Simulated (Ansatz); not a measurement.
## Ansatz (development build ahead of 0.2.0) run

```yaml
crystal:
  periodic: [false, false, false]
  atoms:
    - { symbol: H, position_ang: [1.44, 0.0, 0.0] }
    - { symbol: H, position_ang: [1.16498, 0.84641, 0.0] }
    - { symbol: H, position_ang: [0.44498, 1.36952, 0.0] }
    - { symbol: H, position_ang: [-0.44498, 1.36952, 0.0] }
    - { symbol: H, position_ang: [-1.16498, 0.84641, 0.0] }
    - { symbol: H, position_ang: [-1.44, 0.0, 0.0] }
    - { symbol: H, position_ang: [-1.16498, -0.84641, 0.0] }
    - { symbol: H, position_ang: [-0.44498, -1.36952, 0.0] }
    - { symbol: H, position_ang: [0.44498, -1.36952, 0.0] }
    - { symbol: H, position_ang: [1.16498, -0.84641, 0.0] }
basis:
  gaussian: { orbitals: def2-SVP }
total_charge: 1
magnetization:
  spin_polarized: true
  initial_magnetization: 1
hamiltonian:
  xc: hf
correlation:
  method: mp2
  frozen_orbitals: { H: 0 }
output:
  forces: true
```

The input is written out in the form of the current development build from the run's settings.

Output:

```json
{
 "Converged": "yes",
 "Reference energy": "-5.01096 hartree",
 "Correlation energy": "-0.16407 hartree",
 "Total energy": "-5.17503 hartree",
 "Spin squared of the determinant": "0.796",
 "Stability test": "minimum"
}
```

Forces (eV/Å):
```
atom      Fx      Fy     Fz
  H1   1.336  -2.134  0.000
  H2   0.438   0.318  0.000
  H3  -1.617   1.930  0.000
  H4   3.023   1.870  0.000
  H5  -2.713  -2.297  0.000
  H6  -1.336   2.134  0.000
  H7  -0.438  -0.318  0.000
  H8   1.617  -1.930  0.000
  H9  -3.023  -1.870  0.000
 H10   2.713   2.297  0.000
```

Caution: bonds are stretched, where a single reference can fail; the charge can sit on one fragment and break the point group; the determinant breaks the point group.
